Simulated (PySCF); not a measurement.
Species: C₆H₁₄P₂.
Numbering: `[CH2:1]=[P@:2]([CH3:3])(/[CH:4]=[CH:5]/[CH3:6])[CH2:7][PH2:8]` (hydrogens: H9, H10 on C1; H11, H12, H13 on C3; H14 on C4; H15 on C5; H16, H17, H18 on C6; H19, H20 on C7; H21, H22 on P8)

The same species was optimised twice, with GFN2-xTB and with PBE0-D3(BJ)/def2-SVP (PySCF), and the same property calculations (PySCF, gas phase) were run on both structures.

```json
{"coordinate": "C1=P2 (Å)", "GFN2-xTB": "1.710", "PBE0-D3(BJ)/def2-SVP": "1.681", "change": "-0.029"}
{"coordinate": "C4=C5 (Å)", "GFN2-xTB": "1.330", "PBE0-D3(BJ)/def2-SVP": "1.340", "change": "+0.010"}
{"coordinate": "C7–P8 (Å)", "GFN2-xTB": "1.864", "PBE0-D3(BJ)/def2-SVP": "1.871", "change": "+0.007"}
{"coordinate": "P2–C7 (Å)", "GFN2-xTB": "1.829", "PBE0-D3(BJ)/def2-SVP": "1.824", "change": "-0.005"}
{"coordinate": "C5–C6 (Å)", "GFN2-xTB": "1.490", "PBE0-D3(BJ)/def2-SVP": "1.492", "change": "+0.002"}
{"coordinate": "P2–C4 (Å)", "GFN2-xTB": "1.826", "PBE0-D3(BJ)/def2-SVP": "1.827", "change": "+0.001"}
{"coordinate": "P2–C3 (Å)", "GFN2-xTB": "1.815", "PBE0-D3(BJ)/def2-SVP": "1.814", "change": "-0.001"}
{"coordinate": "P2–C7–P8 (°)", "GFN2-xTB": "104.7", "PBE0-D3(BJ)/def2-SVP": "109.4", "change": "+4.7"}
{"coordinate": "C1–P2–C4 (°)", "GFN2-xTB": "126.5", "PBE0-D3(BJ)/def2-SVP": "121.8", "change": "-4.7"}
{"coordinate": "P2–C4–C5 (°)", "GFN2-xTB": "124.7", "PBE0-D3(BJ)/def2-SVP": "127.4", "change": "+2.7"}
{"coordinate": "C1–P2–C3 (°)", "GFN2-xTB": "108.5", "PBE0-D3(BJ)/def2-SVP": "111.0", "change": "+2.5"}
{"coordinate": "C3–P2–C7 (°)", "GFN2-xTB": "105.0", "PBE0-D3(BJ)/def2-SVP": "107.3", "change": "+2.3"}
{"coordinate": "C1–P2–C7 (°)", "GFN2-xTB": "107.9", "PBE0-D3(BJ)/def2-SVP": "108.7", "change": "+0.8"}
{"coordinate": "C3–P2–C4 (°)", "GFN2-xTB": "105.2", "PBE0-D3(BJ)/def2-SVP": "104.6", "change": "-0.6"}
{"coordinate": "C4–C5–C6 (°)", "GFN2-xTB": "124.7", "PBE0-D3(BJ)/def2-SVP": "125.3", "change": "+0.6"}
{"coordinate": "C1–P2–C4–C5 (°)", "GFN2-xTB": "93", "PBE0-D3(BJ)/def2-SVP": "113", "change": "+20"}
{"coordinate": "C1–P2–C7–P8 (°)", "GFN2-xTB": "-41", "PBE0-D3(BJ)/def2-SVP": "-50", "change": "-9"}
```

Rotational constants: A = 3051, B = 660.3, C = 642.2 MHz (GFN2-xTB) against A = 2827, B = 654.8, C = 633.6 MHz (PBE0-D3(BJ)/def2-SVP). Point groups within 0.08 Å: C1 and C1.

On the GFN2-xTB structure: HOMO (eV) -5.17 [PBE0/pcSseg-1]; LUMO (eV) -0.46 [PBE0/pcSseg-1]; dipole (D) 4.11 [PBE0/pcSseg-1]; GIAO shielding of C1 (ppm) 178.1 [PBE0/pcSseg-1]; GIAO shielding of P2 (ppm) 321.6 [PBE0/pcSseg-1]; GIAO shielding of C3 (ppm) 175.0 [PBE0/pcSseg-1]; GIAO shielding of C4 (ppm) 42.8 [PBE0/pcSseg-1]; GIAO shielding of C5 (ppm) 43.0 [PBE0/pcSseg-1]; GIAO shielding of C6 (ppm) 162.2 [PBE0/pcSseg-1]; GIAO shielding of C7 (ppm) 169.9 [PBE0/pcSseg-1]; GIAO shielding of P8 (ppm) 530.4 [PBE0/pcSseg-1].

Question: What do these properties become on the PBE0-D3(BJ)/def2-SVP structure?

Answer: 
```csv
property,level,on GFN2-xTB,on PBE0-D3(BJ)/def2-SVP,change
HOMO (eV),PBE0/pcSseg-1,-5.17,-4.92,+0.25
LUMO (eV),PBE0/pcSseg-1,-0.46,-0.34,+0.12
dipole (D),PBE0/pcSseg-1,4.11,3.64,-0.47
"energy, GFN2-xTB geometry as zero (kcal/mol)",PBE0/pcSseg-1,0.0,-4.0,-4.0
GIAO shielding of C1 (ppm),PBE0/pcSseg-1,178.1,185.7,+7.6
GIAO shielding of P2 (ppm),PBE0/pcSseg-1,321.6,331.3,+9.7
GIAO shielding of C3 (ppm),PBE0/pcSseg-1,175.0,175.1,+0.1
GIAO shielding of C4 (ppm),PBE0/pcSseg-1,42.8,41.1,-1.7
GIAO shielding of C5 (ppm),PBE0/pcSseg-1,43.0,45.9,+2.9
GIAO shielding of C6 (ppm),PBE0/pcSseg-1,162.2,161.1,-1.1
GIAO shielding of C7 (ppm),PBE0/pcSseg-1,169.9,168.7,-1.2
GIAO shielding of P8 (ppm),PBE0/pcSseg-1,530.4,504.4,-26.0
```

The heavy atoms differ by 0.135 Å rms after alignment. Among bonds between heavy atoms C1=P2 changes most (-0.029 Å). Changes are differences of the printed values. Neither structure is proved a minimum here.

Conformer computed: `[CH2:1]=[P@:2]([CH3:3])(/[CH:4]=[CH:5]/[CH3:6])[CH2:7][PH2:8]`: C1–P2–C4–C5 113°, C1–P2–C7–P8 -50°, H–P8–C7–P2 85°, H–P8–C7–P2 180°.
